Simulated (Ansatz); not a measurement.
`C[CH](F)[SnH2][F]`, relaxed with RKS PBE0-D4/def2-TZVP in Ansatz 0.2.0 from a PBE-D4/def2-SVP geometry. The force threshold is 0.005 eV/Å; the program also tests the step.

Total charge 0; spin multiplicity 1. Sn takes the def2 core potential.

Start:

```xyz
11

C     1.188   -0.176    0.859
C     0.600   -0.368   -0.524
F     0.480   -1.726   -0.819
Sn   -1.438    0.490   -0.623
F    -2.002    0.325    1.263
H     2.139   -0.742    0.953
H     0.487   -0.511    1.649
H     1.408    0.897    1.038
H     1.237    0.099   -1.310
H    -2.555   -0.477   -1.524
H    -1.543    2.190   -0.961
```

| step | energy (eV) | largest force (eV/Å) | largest move (Å) |
| --- | --- | --- | --- |
| 1 | -13432.9441 | 0.730 | 0.000 |
| 2 | -13433.0020 | 0.363 | 0.066 |
| 3 | -13433.0119 | 0.064 | 0.028 |
| 4 | -13433.0132 | 0.027 | 0.027 |
| 5 | -13433.0135 | 0.018 | 0.012 |
| 6 | -13433.0136 | 0.010 | 0.018 |
| 7 | -13433.0138 | 0.015 | 0.032 |
| 8 | -13433.0139 | 0.012 | 0.011 |
| 9 | -13433.0139 | 0.007 | 0.020 |
| 10 | -13433.0139 | 0.009 | 0.013 |
| 11 | -13433.0140 | 0.006 | 0.011 |
| 12 | -13433.0140 | 0.005 | 0.005 |

End:

```xyz
11

C     1.180   -0.205    0.865
C     0.578   -0.341   -0.507
F     0.506   -1.687   -0.861
Sn   -1.431    0.482   -0.615
F    -2.004    0.470    1.231
H     2.161   -0.689    0.893
H     0.543   -0.650    1.631
H     1.312    0.851    1.113
H     1.204    0.149   -1.260
H    -2.549   -0.507   -1.431
H    -1.501    2.129   -1.060
```

It took 50 s on 4 threads of an Arm Neoverse V1 on a shared host, with 0.58 GiB of host memory at the peak.
